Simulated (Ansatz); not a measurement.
Geometry optimisation, RKS PBE-D4/def2-SVP in Ansatz.

Input file:

```yaml
crystal:
  periodic: [false, false, false]
  atoms:
    - { symbol: C, position_ang: [-1.3712, 0.246, 0.3299] }
    - { symbol: C, position_ang: [0.0228, 0.1639, -0.1739] }
    - { symbol: C, position_ang: [0.00201, -0.17724, -1.63956] }
    - { symbol: Si, position_ang: [0.91454, 1.80837, 0.04525] }
    - { symbol: Se, position_ang: [1.06772, -1.18116, 0.80631] }
    - { symbol: H, position_ang: [-1.6231, -0.425, 1.1283] }
    - { symbol: H, position_ang: [-1.5817, 1.3143, 0.7164] }
    - { symbol: H, position_ang: [-2.0916, 0.1208, -0.5223] }
    - { symbol: H, position_ang: [1.03166, -0.24406, -2.09673] }
    - { symbol: H, position_ang: [-0.47827, -1.16475, -1.86195] }
    - { symbol: H, position_ang: [-0.56293, 0.59191, -2.25576] }
    - { symbol: H, position_ang: [0.11151, 2.86008, -0.65338] }
    - { symbol: H, position_ang: [2.20484, 1.75358, -0.37667] }
    - { symbol: H, position_ang: [0.8463, 2.13364, 1.52891] }
    - { symbol: H, position_ang: [0.11163, -2.3041, 0.34898] }
basis:
  gaussian: { orbitals: def2-SVP }
hamiltonian:
  xc: pbe
  dispersion: d4
relax:
  f_tol: 0.015
  max_steps: 40
```

Launched with:

```bash
$ ansatz run input.yaml --threads 2 --pin off --max-ram 3072MiB --backend cpu --events-out ev --progress --plain --runs-dir out
```

**Question.** Where does it end, and by what steps?

**Answer.** The run converged. The force dipped under the threshold on the way, but the program's further checks kept it going. After 14 steps the energy has fallen by 0.678 eV; H8 moved furthest, 1.03 Å.

```json
{"step": "0", "energy less start (eV)": "0.0000", "largest force component (eV/Å)": "3.204", "accepted": "yes"}
{"step": "1", "energy less start (eV)": "-0.4340", "largest force component (eV/Å)": "1.108", "accepted": "yes"}
{"step": "2", "energy less start (eV)": "-0.4954", "largest force component (eV/Å)": "0.213", "accepted": "yes"}
{"step": "3", "energy less start (eV)": "-0.4987", "largest force component (eV/Å)": "0.103", "accepted": "yes"}
{"step": "4", "energy less start (eV)": "-0.5008", "largest force component (eV/Å)": "0.029", "accepted": "yes"}
{"step": "5", "energy less start (eV)": "-0.5197", "largest force component (eV/Å)": "0.213", "accepted": "yes"}
{"step": "6", "energy less start (eV)": "-0.5430", "largest force component (eV/Å)": "0.456", "accepted": "yes"}
{"step": "7", "energy less start (eV)": "-0.5709", "largest force component (eV/Å)": "0.770", "accepted": "yes"}
{"step": "8", "energy less start (eV)": "-0.6499", "largest force component (eV/Å)": "0.167", "accepted": "yes"}
{"step": "9", "energy less start (eV)": "-0.6753", "largest force component (eV/Å)": "0.018", "accepted": "yes"}
{"step": "10", "energy less start (eV)": "-0.6721", "largest force component (eV/Å)": "0.094", "accepted": "no"}
{"step": "11", "energy less start (eV)": "-0.6765", "largest force component (eV/Å)": "0.013", "accepted": "yes"}
{"step": "12", "energy less start (eV)": "-0.6776", "largest force component (eV/Å)": "0.039", "accepted": "yes"}
{"step": "13", "energy less start (eV)": "-0.6776", "largest force component (eV/Å)": "0.035", "accepted": "no"}
{"step": "14", "energy less start (eV)": "-0.6777", "largest force component (eV/Å)": "0.001", "accepted": "yes"}
```

```xyz
15
Properties=species:S:1:pos:R:3
C -1.440 0.247 0.327
C -0.012 0.165 -0.228
C -0.007 -0.077 -1.743
Si 0.943 1.781 0.182
Se 1.008 -1.286 0.706
H -1.453 0.402 1.424
H -1.998 1.083 -0.150
H -2.001 -0.688 0.112
H 1.020 -0.154 -2.150
H -0.540 -1.020 -1.993
H -0.532 0.749 -2.272
H 0.244 2.921 -0.512
H 2.360 1.699 -0.315
H 0.943 2.034 1.665
H 0.068 -2.358 0.270
```

Whether the end is a true minimum wasn't checked by a vibrational analysis.

Run time: 58 s on 2 threads of Intel(R) Xeon(R) Platinum 8259CL CPU @ 2.50GHz (Skylake/Cascade Lake), on a shared host, peak memory 0.22 GiB.
